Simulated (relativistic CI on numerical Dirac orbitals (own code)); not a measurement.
# What each ingredient does to the levels of Pt XVIII

Base calculation: Dirac-Coulomb-Breit CI, separate exchange-only KLI orbitals for each configuration, QED by a radiative potential, unscaled Slater integrals.

Configuration list (outside the closed core [Kr]): 4d¹⁰4f¹³5s², 4d¹⁰4f¹⁴5s, 4d¹⁰4f¹³5s5p, 4d¹⁰4f¹⁴5p, 4d¹⁰4f¹²5s²5p, 4d¹⁰4f¹³5s5d, 4d¹⁰4f¹²5s5p², 4d¹⁰4f¹⁴5d, 4d¹⁰4f¹³5s5f, 4d¹⁰4f¹²5s²5d, 4d¹⁰4f¹³5p5d, 4d⁹4f¹⁴5s², 4d¹⁰4f¹¹5s²5p5d, 4d¹⁰4f¹⁴6s, 4d¹⁰4f¹³5s5g, 4d¹⁰4f¹⁴5f, 4d¹⁰4f¹³5p6s, 4d¹⁰4f¹³5s6s, 4d¹⁰4f¹¹5s²5p6s, 4d¹⁰4f¹²5s²6s, 4d¹⁰4f¹²5s5d², 4d¹⁰4f¹⁴5g, 4d¹⁰4f¹²5s²5f, 4d¹⁰4f¹³5s6p, 4d¹⁰4f¹²5s²6p, 4d¹⁰4f¹³5p5g, 4d¹⁰4f¹³5p², 4d¹⁰4f¹²5p³, 4d¹⁰4f¹²5p²5d. Double excitations out of closed p, d and f shells are left out; levels of such configurations are missing from the list, as are those of other unlisted configurations, and high levels can miss mixing partners. Some configurations lack a partner that the ground configuration has and come out too high, among them 4d⁹4f¹⁴5s², 4d¹⁰4f¹²5s²6s, 4d¹⁰4f¹²5s²5f, 4d¹⁰4f¹²5s²6p.

Variants: (1) valence Slater integrals scaled by 0.9; (2) Breit term removed; (3) QED terms removed. Shifts of the energy above 4d¹⁰4f¹⁴5s ²S1/2, in cm⁻¹, for the lowest level and the first level of each name with at least 55 % of one term (blank where a level changes its place among those of its configuration and J or its character, or is not in the variant):

```
                Level    Base   Δ(1)   Δ(2)   Δ(3)
     4d¹⁰4f¹⁴5s ²S1/2       0      0      0      0
   4d¹⁰4f¹³5s² ²F°7/2   30381   +574  -3820  -2836
   4d¹⁰4f¹³5s² ²F°5/2   57840   +516  -2618  -2947
    4d¹⁰4f¹⁴5p ²P°1/2  329801   -449  -1621  +2396
4d¹⁰4f¹²5s²5p ⁴G°11/2  384335  +2963  -9021  -3424
4d¹⁰4f¹²5s²5p ⁴I°11/2  413380  +2576  -7797  -3528
4d¹⁰4f¹²5s²5p ²K°13/2  464163  -2664  -7443  -3521
4d¹⁰4f¹²5s²5p ²H°11/2  467392  -2818  -7614  -3522
 4d¹⁰4f¹²5s²5p ⁴P°1/2  468072  -2545  -8902  -3530
  4d¹⁰4f¹³5s5p ⁴G11/2  483879  +2795  -3195   -584
   4d¹⁰4f¹³5s5p ²D3/2  492069  +2287  -3221   -593
   4d¹⁰4f¹³5s5p ⁴F9/2  501178  +1005  -3250   -582
    4d¹⁰4f¹⁴5p ²P°3/2  503118   -432   +369  +2227
   4d¹⁰4f¹³5s5p ⁴D1/2  503517  +3600  -2204   -696
   4d¹⁰4f¹³5s5p ²G9/2  519949  +1835  -2000   -687
 4d¹⁰4f¹²5s²5p ²P°1/2  555499  -9330  -8305  -3575
4d¹⁰4f¹²5s²5p ⁴I°15/2  561626  +3065  -6771  -3569
4d¹⁰4f¹²5s²5p ⁴H°13/2  578645  +1368  -6851  -3565
```

At this charge transitions that keep the count of f electrons are usually good to a few per cent. Levels that differ in their count of f electrons can be misplaced by several ten thousand cm⁻¹, since the correlation energy of f electrons is missing or only estimated; rates across such gaps can be off by orders of magnitude. The computed lowest level isn't the tabulated ground level, which NIST ASD gives as 4f13 5s2 2F°7/2; for such ions that label comes from theory and may be the wrong one.

Ionisation energy from one configuration of each of the two ions, the ground ones as tabulated or assumed: base 453.344 eV; valence Slater integrals scaled by 0.9 453.61 eV. The NIST ASD value (theoretical) is 445 ± 22 eV.

LS names give the leading component of a level, which can be under half, so a name can repeat, a term be missing and a line seem to break the LS rules.
